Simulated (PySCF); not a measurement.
A geometry optimisation on `[I][Mo]([I])([I])[I]` [triplet].

Method: PBE0-D3(BJ)/def2-SVP geometry optimisation, gas phase, def2 core potentials past Kr (PySCF 2.14.0). Start geometry: GFN2-xTB. A driver script takes a list of jobs; this job's settings line and coordinates (Å) are shown.

Input:
```
{"job": {"xc": "PBE0", "basis": "def2-SVP", "d3": "d3bj", "grid": 1, "maxiter": 40, "kind": "geom"}, "charge": 0, "multiplicity": 3}
Mo     0.000110    -0.000100     0.000010
I      0.010510    -0.016240     2.656860
I      2.501390     0.010630    -0.895400
I     -1.260450     2.172130    -0.867460
I     -1.251570    -2.166420    -0.894020
```

Question: What does the run print?

Answer: 
```
step   0  E = -1259.22286407  max force = 0.018317
step   1  E = -1259.22780616  max force = 0.008802
step   2  E = -1259.22878519  max force = 0.001309
step   3  E = -1259.22881959  max force = 0.000151
step   4  E = -1259.22882129  max force = 0.000163
optimisation converged
```

Energies in Eh; «max force» is the largest Cartesian gradient component in Eh/bohr.

Question: How much energy does the optimisation release, in kJ/mol?

Answer: E(step 0) − E(last step) = 0.005957 Eh, which is 15.6 kJ/mol.

In short: final energy -1259.22882 Eh after 4 steps; dipole 0.01 D.

Question: Where do the atoms end?

Answer: 0.072 Å rms from the input after alignment:
```
atom  x, y, z in Å
Mo1    0.0023   -0.0002   -0.0036
I2    -0.0033   -0.0163    2.5721
I3     2.4337    0.0129   -0.8619
I4    -1.2218    2.1057   -0.8404
I5    -1.2109   -2.1021   -0.8662
```

On one thread of an Arm Neoverse V1 (shared host), this took 2.6 min.
Labels such as C1 count atoms from 1, the log's own numbers from 0.

Caution for open-shell metal species: one SCF solution and one stationary point were followed, and a lower state or a bent or distorted shape isn't ruled out.
